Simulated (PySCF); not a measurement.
Parent: `[O:1]=[CH:2][C:3]1=[CH:4][C:5]([F:6])([F:7])[O:8]1` with O1–C2–C3–C4 0°, C4H2F2O2.

Structures optimised with GFN2-xTB, isolated species. One conformer each, not checked by frequencies here.

```
coordinate of the parent    value
                   O1=C2  1.199 Å
                   C2–C3  1.467 Å
                   C3=C4  1.346 Å
                   C4–C5  1.514 Å
                   C5–F6  1.334 Å
                   C5–F7  1.334 Å
                   C5–O8  1.416 Å
                   C3–O8  1.399 Å
                O1–C2–C3   123.8°
                C2–C3–C4   139.1°
                C2–C3–O8   123.6°
                C4–C3–O8    97.3°
                C3–C4–C5    85.7°
                C4–C5–F6   117.5°
                C4–C5–F7   117.6°
                C4–C5–O8    89.3°
                F6–C5–F7   106.9°
                F6–C5–O8   112.4°
                F7–C5–O8   112.4°
                C3–O8–C5    87.7°
```

Question: How does the shared frame change in `[NH2:1][C:2](=[O:3])[C:4]1=[CH:5][C:6]([F:7])([F:8])[O:9]1` with H–N1–C2–O3 180° and 0°, N1–C2–C4–C5 180°, C4H3F2NO2? Atoms pair as O1 = O3, C2 = C2, C3 = C4, C4 = C5, C5 = C6, F6 = F7, F7 = F8, O8 = O9 (parent first).

Answer: 
| parent | relative | value in the relative | change |
| --- | --- | --- | --- |
| O1=C2 | O3=C2 | 1.208 Å | +0.009 |
| C2–C3 | C2–C4 | 1.486 Å | +0.019 |
| C3=C4 | C4=C5 | 1.340 Å | -0.006 |
| C4–C5 | C5–C6 | 1.511 Å | -0.003 |
| C5–F6 | C6–F7 | 1.336 Å | +0.002 |
| C5–F7 | C6–F8 | 1.336 Å | +0.002 |
| C5–O8 | C6–O9 | 1.416 Å | 0.000 |
| C3–O8 | C4–O9 | 1.407 Å | +0.008 |
| O1–C2–C3 | O3–C2–C4 | 122.1° | -1.7 |
| C2–C3–C4 | C2–C4–C5 | 139.1° | 0.0 |
| C2–C3–O8 | C2–C4–O9 | 123.7° | +0.1 |
| C4–C3–O8 | C5–C4–O9 | 97.2° | -0.1 |
| C3–C4–C5 | C4–C5–C6 | 86.0° | +0.3 |
| C4–C5–F6 | C5–C6–F7 | 117.9° | +0.4 |
| C4–C5–F7 | C5–C6–F8 | 117.9° | +0.3 |
| C4–C5–O8 | C5–C6–O9 | 89.5° | +0.2 |
| F6–C5–F7 | F7–C6–F8 | 106.6° | -0.3 |
| F6–C5–O8 | F7–C6–O9 | 112.1° | -0.3 |
| F7–C5–O8 | F8–C6–O9 | 112.1° | -0.3 |
| C3–O8–C5 | C4–O9–C6 | 87.3° | -0.4 |

Of the parent's bonds, C2–C3 changes most (+0.019 Å). Bonds of the relative outside the shared frame: N1–C2 1.346 Å. Point group Cs → Cs.

The numbers are calculated, not measured.
